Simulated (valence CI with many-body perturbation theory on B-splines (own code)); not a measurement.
# Energy levels of Bi33+

Method: valence CI with perturbative core correlation (CI+MBPT): four valence electrons over a frozen Dirac-Fock core [Kr] 4d10, radial functions for each j: 7 s, 7 p, 7 d, 7 f, 4 g, 2 h, with the one-electron correlation potential Σ1 (screened to all orders), the two-electron term Σ2, the three-electron term Σ3, Breit, model QED; selected single and double excitations, second order for the rest, scaled by the run's own slope (own B-spline code, finite nucleus).

The last digits are not significant, and no measured levels were compared; by estimate large intervals hold to a few tenths of a per cent, small ones and those within an open d or f shell to about a per cent. Excitations out of the core, of the other parity, are not computed and may begin above about 204 eV (a cautious bound); beyond it only levels of the ground parity were kept, without lifetimes.

Levels 1 to 45 of 123, with energies above the lowest level, (4f5/2^4) J=4. "Leading %" is the weight of the configuration and term that name the level; weights of strongly mixed levels are sums over their largest components and can fall short. In the jj column 3d3/2^4 stands for four electrons in 3d with j = 3/2. Lifetimes count E1, E2, E3, M1 and M2 decay at the calculated energies, and are blank where another channel may lead or the interval is too uncertain; long ones can be off by a factor of two.

```
No.  Configuration  Term   J  E (cm⁻¹)  Leading %  Lifetime  Second component      g              Leading jj
  1            4f⁴    ⁵I   4       0.0         63                 28 % 4f⁴ ³H  0.691          4f5/2^4 (78 %)
  2            4f⁴    ⁵I   5     38702         83    365 μs       15 % 4f⁴ ³H  0.920    4f5/2^3 4f7/2 (88 %)
  3            4f⁴    ³F   2     40924         30    31.1 s       19 % 4f⁴ ³D  0.888          4f5/2^4 (93 %)
  4            4f⁴    ⁵I   6     62737         66   1.49 ms       23 % 4f⁴ ³K  1.018    4f5/2^3 4f7/2 (62 %)
  5            4f⁴    ³G   4     67957         26    284 μs       22 % 4f⁴ ⁵I  0.991    4f5/2^3 4f7/2 (75 %)
  6            4f⁴    ⁵F   1     70615         70   1.29 ms       26 % 4f⁴ ³D  0.178    4f5/2^3 4f7/2 (94 %)
  7            4f⁴    ³K   7     75054         36   16.7 ms       34 % 4f⁴ ⁵I  1.046    4f5/2^3 4f7/2 (74 %)
  8            4f⁴    ⁵F   3     80769         44    817 μs       32 % 4f⁴ ³G  1.050    4f5/2^3 4f7/2 (93 %)
  9            4f⁴    ³K   8     83172         31    116 ms       19 % 4f⁴ ¹L  1.058    4f5/2^3 4f7/2 (83 %)
 10            4f⁴    ⁵G   2     83577         48    917 μs       17 % 4f⁴ ⁵F  0.699    4f5/2^3 4f7/2 (92 %)
 11            4f⁴    ⁵G   3     87490         50    336 μs       20 % 4f⁴ ³F  0.995    4f5/2^3 4f7/2 (96 %)
 12            4f⁴    ⁵S   2     90427         38   1.60 ms       29 % 4f⁴ ³P  1.494    4f5/2^3 4f7/2 (80 %)
 13            4f⁴    ³G   5    103380         30    645 μs       17 % 4f⁴ ⁵F  1.136    4f5/2^3 4f7/2 (72 %)
 14            4f⁴    ³K   6    106080         61    151 μs       28 % 4f⁴ ⁵I  0.933  4f5/2^2 4f7/2^2 (72 %)
 15            4f⁴    ³P   0    110190         47    267 ms       47 % 4f⁴ ⁵D                 4f5/2^4 (86 %)
 16            4f⁴    ⁵I   7    115090         47    253 μs       46 % 4f⁴ ³L  1.023  4f5/2^2 4f7/2^2 (62 %)
 17            4f⁴    ⁵F   4    115270         55    430 μs       14 % 4f⁴ ⁵G  1.220  4f5/2^2 4f7/2^2 (56 %)
 18            4f⁴    ⁵I   8    123510         42    365 μs       40 % 4f⁴ ³M  1.067  4f5/2^2 4f7/2^2 (66 %)
 19            4f⁴    ⁵G   4    132150         52    125 μs       26 % 4f⁴ ³H  1.013  4f5/2^2 4f7/2^2 (84 %)
 20            4f⁴    ⁵F   2    135420         39    164 μs       25 % 4f⁴ ¹D  1.117  4f5/2^2 4f7/2^2 (88 %)
 21            4f⁴    ³G   3    137100         49    175 μs       24 % 4f⁴ ⁵G  0.917  4f5/2^2 4f7/2^2 (94 %)
 22            4f⁴    ⁵G   5    140050         31    339 μs       25 % 4f⁴ ⁵F  1.210  4f5/2^2 4f7/2^2 (58 %)
 23            4f⁴    ⁵D   1    141170         73    460 μs       21 % 4f⁴ ³P  1.420    4f5/2^3 4f7/2 (77 %)
 24            4f⁴    ³F   4    142530         32    454 μs       18 % 4f⁴ ⁵D  1.146    4f5/2^3 4f7/2 (64 %)
 25            4f⁴    ³F   2    142550         32    216 μs       27 % 4f⁴ ¹D  1.159  4f5/2^2 4f7/2^2 (79 %)
 26            4f⁴    ³I   5    142580         41    243 μs       25 % 4f⁴ ⁵F  1.039  4f5/2^2 4f7/2^2 (67 %)
 27            4f⁴    ³P   1    144600         64    260 μs       16 % 4f⁴ ³D  1.102  4f5/2^2 4f7/2^2 (78 %)
 28            4f⁴    ⁵G   6    150190         43    802 μs       33 % 4f⁴ ³H  1.186    4f5/2^3 4f7/2 (47 %)
 29            4f⁴    ³D   3    150270         31    520 μs       27 % 4f⁴ ⁵D  1.251  4f5/2^2 4f7/2^2 (74 %)
 30            4f⁴    ³L   8    151210         66    560 μs       30 % 4f⁴ ¹L  1.008  4f5/2^2 4f7/2^2 (94 %)
 31            4f⁴    ³M   9    151210         67    355 μs       33 % 4f⁴ ³L  1.040  4f5/2^2 4f7/2^2 (99 %)
 32            4f⁴    ³H   5    155210         48    300 μs       33 % 4f⁴ ⁵G  1.095  4f5/2^2 4f7/2^2 (69 %)
 33            4f⁴    ³P   0    155650         92    730 μs        7 % 4f⁴ ⁵D         4f5/2^2 4f7/2^2 (96 %)
 34            4f⁴    ³F   4    157180         49    285 μs       18 % 4f⁴ ¹G  1.147  4f5/2^2 4f7/2^2 (70 %)
 35            4f⁴    ³F   2    159730         39    121 μs       24 % 4f⁴ ⁵G  0.770  4f5/2^2 4f7/2^2 (92 %)
 36            4f⁴    ³I   6    161530         57    474 μs       32 % 4f⁴ ³H  1.052  4f5/2^2 4f7/2^2 (86 %)
 37            4f⁴    ⁵D   2    165000         60    521 μs       11 % 4f⁴ ³F  1.342  4f5/2^2 4f7/2^2 (56 %)
 38            4f⁴    ³I   7    169420         51    231 μs       20 % 4f⁴ ¹K  1.060  4f5/2^2 4f7/2^2 (76 %)
 39            4f⁴    ³K   7    172660         63    119 μs       12 % 4f⁴ ⁵I  1.020    4f5/2 4f7/2^3 (69 %)
 40            4f⁴    ³H   6    176630         53    287 μs       26 % 4f⁴ ¹I  1.095  4f5/2^2 4f7/2^2 (59 %)
 41            4f⁴    ³F   3    178220         30    549 μs       27 % 4f⁴ ³D  1.209  4f5/2^2 4f7/2^2 (60 %)
 42            4f⁴    ³M  10    178860         70   4.13 ms       30 % 4f⁴ ¹N  1.066  4f5/2^2 4f7/2^2 (83 %)
 43            4f⁴    ⁵I   8    179060         32    134 μs       30 % 4f⁴ ³M  1.065    4f5/2 4f7/2^3 (64 %)
 44            4f⁴    ³G   4    182560         35    182 μs       23 % 4f⁴ ³H  1.080  4f5/2^2 4f7/2^2 (63 %)
 45            4f⁴    ³K   6    187840         45    354 μs       30 % 4f⁴ ⁵G  1.038  4f5/2^2 4f7/2^2 (48 %)
```

Where two levels of one J and parity lie close, their mixing, g and order are uncertain.

The ionisation energy to 4f³ ⁴I°9/2 of the next ion comes out as 1290.4 eV (NIST: 1310 ± 70 eV (theoretical)). All 123 levels together are meant to be complete up to 1643600 cm⁻¹.
